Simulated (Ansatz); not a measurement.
The same path of H2Se + H6SiSn (11 atoms, charge 0, multiplicity 1) was run 3 times with different band settings. Lost on the way: Sn1–Si2, H6–Se7. Made: Sn1–Se7, Si2–H6.

Method: RKS PBE-D4/def2-SVP in Ansatz.

Relaxed end points:

```xyz
11
Properties=species:S:1:pos:R:3
Sn -1.573 -0.522 -0.599
Si 0.416 1.108 -0.870
H -1.071 -2.162 -0.810
H -2.304 -0.358 0.958
H -2.789 -0.184 -1.791
H 2.377 -1.092 1.240
Se 1.159 -1.260 2.071
H 0.628 1.913 0.385
H 0.164 2.074 -2.000
H 1.687 0.361 -1.176
H 1.308 0.123 2.591
```

```xyz
11
Properties=species:S:1:pos:R:3
Sn -1.720 -1.261 0.409
Si 1.501 1.321 -0.974
H -2.106 -2.845 -0.150
H -3.065 -0.545 1.225
H -1.220 -0.250 -0.903
H 1.795 -0.148 -0.889
Se 0.238 -1.599 2.036
H 0.740 1.753 0.250
H 0.677 1.613 -2.197
H 2.788 2.094 -1.048
H 0.373 -0.133 2.241
```

Common settings: climbing image yes; optimiser quadratic models (default); start path through a guess of the saddle point; force threshold 0.03 eV/Å; iteration limit 60; end points relaxed.

| run | movable images | spring |
| --- | --- | --- |
| 1 | 5 | 5.0 eV/Å² |
| 2 | 1 | 5.0 eV/Å² |
| 3 | 5 | 20.0 eV/Å² |

(1) What does each run give, and how far can it be trusted?

Answers

(1) Run 1: converged after 23 iterations, highest image 1.628 eV above the first end. Neighbouring images differ by up to 1.7 eV, so the band resolves the path poorly. A vibrational analysis at the climbing image gives one clearly imaginary mode, 1010i cm⁻¹: a first-order saddle point.
Run 2: converged after 36 iterations, highest image 1.637 eV above the first end. Neighbouring images differ by up to 2.0 eV, so the band resolves the path poorly. The order of the stationary point at the top wasn't checked. So few images can step over the top or miss a turn of the path.
Run 3: converged after 43 iterations, highest image 1.630 eV above the first end. Neighbouring images differ by up to 1.6 eV, so the band resolves the path poorly. Another band between the same ends (5 images) ends at a top of the same energy, where a vibrational analysis finds 1 clearly imaginary mode.
The orbitals stay closed-shell, which can raise the energy where a bond breaks towards radicals; this wasn't checked here.
